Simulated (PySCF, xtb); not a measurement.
CH8FNSi2, SMILES [Si@@H](F)(C)N[SiH3].

GFN2-xTB (xtb 6.7.1) at its own geometry gives an orbital gap of 5.34 eV and a dipole moment of 1.68 D.

Geometry optimised at PBE0-D3(BJ)/def2-SVP. The structure was generated by enumeration; whether it is a known compound was not checked. The values are those of a single conformer.

Task: What does PBE/def2-TZVP in PySCF give? (An estimate is asked for; the answer gives what the named calculation found.)

Result: gap 5.89 eV (levels -6.54 and -0.65 eV), dipole 1.58 D.
